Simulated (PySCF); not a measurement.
C3H9AlO, SMILES C(C)(C)[O][AlH2]. Heavy atoms are numbered as in [AlH2:1][O:4][CH:5]([CH3:6])[CH3:7]. Hydrogens are named by the atom that carries them.

The structure is a stationary point at PBE0-D3(BJ)/def2-SVP. The structure was generated by enumeration; whether it is a known compound was not checked. One conformer was computed; it need not be the lowest.

Calculation: PySCF with PBE/def2-TZVP.

Atomic charges (e), one atom of each kind:

```tsv
atom	Löwdin	Mulliken
Al1 (AlH2)	___	0.29
H on Al1	___	-0.09
O4	0.14	-0.27
C5 (CH)	___	0.12
C6 (CH3)	-0.30	-0.37
H on C5	0.14	0.06
H on C6	0.13	0.12
```

Q: Fill in the missing entries. (The exact figures need the calculation; the answer reports its results.)

A: 
- Al1 (AlH2), Löwdin: 0.19
- H on Al1, Löwdin: -0.12
- C5 (CH), Löwdin: -0.41
